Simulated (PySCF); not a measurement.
# Shapes and spin states of W₂Cl⁺

Level of theory: PySCF, PBE0, basis Cl def2-SVP, W def2-SVP with ECP60 (scalar-relativistic core potentials, no spin–orbit coupling, density fitting).

Relaxations began from a few typed shapes and spin states; open shells are unrestricted. The search is not exhaustive: other isomers or separated fragments can lie lower, and high-lying points may rest on an excited occupation.

```json
{"spin": "triplet (⟨S²⟩ 2.67)", "group": "C2v", "bonds": "Cl–W 2.376 Å (×2), W–W 2.182 Å", "angles": "Cl–W–W 62.7° (×2), W–Cl–W 54.7°", "imaginary modes (cm⁻¹)": "none", "ΔE (kJ/mol)": "0.0", "ΔE with ZPE (kJ/mol)": "0.0"}
{"spin": "triplet", "group": "C2v", "bonds": "Cl–W 2.375 Å (×2), W–W 2.136 Å", "angles": "Cl–W–W 63.3° (×2), W–Cl–W 53.4°", "imaginary modes (cm⁻¹)": "none", "ΔE (kJ/mol)": "15.4", "ΔE with ZPE (kJ/mol)": "15.7"}
{"spin": "broken-symmetry Ms = 1 (⟨S²⟩ 5.72)", "group": "C2v", "bonds": "Cl–W 2.371 Å (×2)", "angles": "W–Cl–W 113.3°", "imaginary modes (cm⁻¹)": "none", "ΔE (kJ/mol)": "447.3", "ΔE with ZPE (kJ/mol)": "445.6"}
{"spin": "singlet (closed shell, unstable to spin polarisation)", "group": "C2v", "bonds": "Cl–W 2.254 Å (×2), W–W 2.471 Å", "angles": "Cl–W–W 56.8° (×2), W–Cl–W 66.5°", "imaginary modes (cm⁻¹)": "none", "ΔE (kJ/mol)": "483.6", "ΔE with ZPE (kJ/mol)": "483.9"}
{"spin": "broken-symmetry Ms = 1 (⟨S²⟩ 5.78)", "group": "D∞h", "bonds": "Cl–W 2.391 Å (×2)", "angles": "W–Cl–W 180.0°", "imaginary modes (cm⁻¹)": "119i, 97i", "ΔE (kJ/mol)": "486.8", "ΔE with ZPE (kJ/mol)": "–"}
```

The lowest minimum found is the triplet (⟨S²⟩ 2.67) C2v: Cl–W 2.376 Å (×2), W–W 2.182 Å; Cl–W–W 62.7° (×2), W–Cl–W 54.7°.

For the lowest minimum: the determinant is spin-contaminated (⟨S²⟩ = 2.67, pure value 2.00). The spin densities have lower symmetry than the nuclear frame. Open d and f shells are described by one determinant, and the ground state may have another occupation or spin. With an element this heavy the missing spin–orbit coupling can shift these numbers.

The electron or spin density has lower symmetry than the nuclear frame for the broken-symmetry Ms = 1 (⟨S²⟩ 5.72) C2v at 447.3 kJ/mol, broken-symmetry Ms = 1 (⟨S²⟩ 5.78) D∞h at 486.8 kJ/mol.
